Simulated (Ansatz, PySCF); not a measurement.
This PySCF input computes a r2SCAN/def2-TZVPD energy:

```python
from pyscf import gto, scf, dft

mol = gto.M(
    atom='''
    B     0.24507364   -0.07027074   -0.02485346
    Cl    0.16587498    1.57750671   -0.45047562
    Cl    1.60029482   -1.10994751    0.01367618
    O    -1.00669966   -0.70209889    0.36434881
    C    -2.37878069   -0.07678510    0.44157286
    H    -3.03804566   -0.87521710    0.76364891
    H    -2.61349076    0.27546838   -0.55593105
    H    -2.31263369    0.72347765    1.16921763
    H    -0.95980348   -1.64338010    0.60869476
    ''',
    basis='def2-tzvpd',
    charge=1,
    spin=0,
    verbose=4,
)

mf = dft.RKS(mol, xc='r2scan').density_fit(auxbasis='def2-universal-jkfit')
mf.grids.level = 4
mf.conv_tol = 1e-9
mf.max_cycle = 100
mf.max_memory = 1500
mf.kernel()
if not mf.converged:
    mf = mf.newton()
    mf.kernel(mf.make_rdm1())
mf.analyze()
```

Q: Write an input for the same energy in Ansatz (a first-principles code) and say what it gives.

A: 
Ansatz 0.2 input:
```yaml
crystal:
  periodic: [false, false, false]
  atoms:
    - {symbol: B, position_ang: [0.24507364, -0.07027074, -0.02485346]}
    - {symbol: Cl, position_ang: [0.16587498, 1.57750671, -0.45047562]}
    - {symbol: Cl, position_ang: [1.60029482, -1.10994751, 0.01367618]}
    - {symbol: O, position_ang: [-1.00669966, -0.70209889, 0.36434881]}
    - {symbol: C, position_ang: [-2.37878069, -0.07678510, 0.44157286]}
    - {symbol: H, position_ang: [-3.03804566, -0.87521710, 0.76364891]}
    - {symbol: H, position_ang: [-2.61349076, 0.27546838, -0.55593105]}
    - {symbol: H, position_ang: [-2.31263369, 0.72347765, 1.16921763]}
    - {symbol: H, position_ang: [-0.95980348, -1.64338010, 0.60869476]}
basis:
  gaussian:
    orbitals: def2-TZVPD
hamiltonian:
  xc: {name: r2SCAN}
total_charge: 1
output: {forces: true}
```
It gives -1060.74488 Eh, and PySCF -1060.74494 Eh, a difference of 0.06 mEh, from the treatment of integrals and grids.

It need not be the lowest isomer of its formula.
